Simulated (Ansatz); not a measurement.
Ansatz results at the PBE0-D4/def2-TZVP geometry: size of the dipole moment (ωB97M-V/def2-TZVPP) 2.29 D; HOMO–LUMO gap (PBE0/def2-TZVPP) 5.20 eV; HOMO–LUMO gap (ωB97M-V/def2-TZVPP) 9.00 eV.

Each molecule was computed in one conformer, which needn't be the lowest.

**Question.** Which molecule gave them?
A. `[SiH3]N/C=[C]1\[NH][AlH]1`
B. `CO[BH][ZnH]`
C. `[AlH2][CH2][GeH3]`
D. `C[SiH2]C(=S)S`

**Answer.** B. The others give `[AlH2][CH2][GeH3]`: 0.96, 6.54, 10.28; `[SiH3]N/C=[C]1\[NH][AlH]1`: 2.76, 3.79, 7.49; `C[SiH2]C(=S)S`: 1.31, 4.02, 8.22.
